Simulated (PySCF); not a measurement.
Isomers of C7H18N2, mass 130.147 u with the commonest isotopes. Method used: PBE0/pcSseg-1 in PySCF (dipole) on a GFN2-xTB geometry, gas phase. One conformer each, none proved a minimum here; rigid rotors.

Task: Order these by radius of gyration √(Σ m r²/M), smallest first.
A. `[CH3:1][CH2:2][CH2:3][N:4]([CH3:5])[N:6]([CH3:7])[CH2:8][CH3:9]` with C1–C2–C3–N4 75°, C2–C3–N4–C5 -165°, C3–N4–N6–C7 81°, N4–N6–C8–C9 56°
B. `[CH3:1][NH:2][N:3]([CH3:4])[CH2:5][C:6]([CH3:7])([CH3:8])[CH3:9]` with C1–N2–N3–C4 80°, N2–N3–C5–C6 90°
C. `[CH3:1][CH2:2][CH2:3][CH2:4][N:5]([CH3:6])[NH:7][CH2:8][CH3:9]` with C1–C2–C3–C4 69°, C2–C3–C4–N5 180°, C3–C4–N5–C6 -83°, C4–N5–N7–C8 78°, N5–N7–C8–C9 -176°

Result: A (2.129 Å), B (2.192 Å), C (2.614 Å).

Task: Order these by rotational constant B, largest first.
A. `[CH3:1][CH2:2][N:3]([CH3:4])[NH:5][C:6]([CH3:7])([CH3:8])[CH3:9]` with C1–C2–N3–C4 63°, C2–N3–N5–C6 -127°
B. `[CH3:1][CH2:2][CH2:3][N:4]([CH3:5])[N:6]([CH3:7])[CH2:8][CH3:9]` with C1–C2–C3–N4 75°, C2–C3–N4–C5 -165°, C3–N4–N6–C7 81°, N4–N6–C8–C9 56°
C. `[CH3:1][NH:2][N:3]([CH3:4])[CH2:5][C:6]([CH3:7])([CH3:8])[CH3:9]` with C1–N2–N3–C4 80°, N2–N3–C5–C6 90°
D. `[CH3:1][CH2:2][CH2:3][CH2:4][N:5]([CH3:6])[NH:7][CH2:8][CH3:9]` with C1–C2–C3–C4 69°, C2–C3–C4–N5 180°, C3–C4–N5–C6 -83°, C4–N5–N7–C8 78°, N5–N7–C8–C9 -176°

Result: B (1251 MHz), C (1040 MHz), A (1002 MHz), D (694.4 MHz).

Task: Order these by rotational constant C, smallest first.
A. `[CH3:1][CH2:2][CH2:3][CH2:4][N:5]([CH3:6])[NH:7][CH2:8][CH3:9]` with C1–C2–C3–C4 69°, C2–C3–C4–N5 180°, C3–C4–N5–C6 -83°, C4–N5–N7–C8 78°, N5–N7–C8–C9 -176°
B. `[CH3:1][NH:2][N:3]([CH3:4])[CH2:5][C:6]([CH3:7])([CH3:8])[CH3:9]` with C1–N2–N3–C4 80°, N2–N3–C5–C6 90°
C. `[CH3:1][CH2:2][CH2:3][N:4]([CH3:5])[N:6]([CH3:7])[CH2:8][CH3:9]` with C1–C2–C3–N4 75°, C2–C3–N4–C5 -165°, C3–N4–N6–C7 81°, N4–N6–C8–C9 56°

Result: A (587.9 MHz), B (906.3 MHz), C (1007 MHz).

| SMILES | point group | Ia (u·Å²) | Ib (u·Å²) | Ic (u·Å²) | κ | μa (D) | μb (D) | μc (D) |
| --- | --- | --- | --- | --- | --- | --- | --- | --- |
| CCCCN(C)NCC | C1 | 191.48 | 727.75 | 859.62 | -0.90 | 0.81 | 0.64 | 0.87 |
| CNN(C)CC(C)(C)C | C1 | 207.85 | 485.76 | 557.61 | -0.82 | 1.32 | 0.86 | 0.51 |
| CCN(C)NC(C)(C)C | C1 | 201.53 | 504.23 | 556.85 | -0.88 | 0.23 | 0.77 | 0.60 |
| CCCN(C)N(C)CC | C1 | 273.83 | 403.97 | 501.94 | -0.42 | 0.89 | 0.83 | 0.15 |
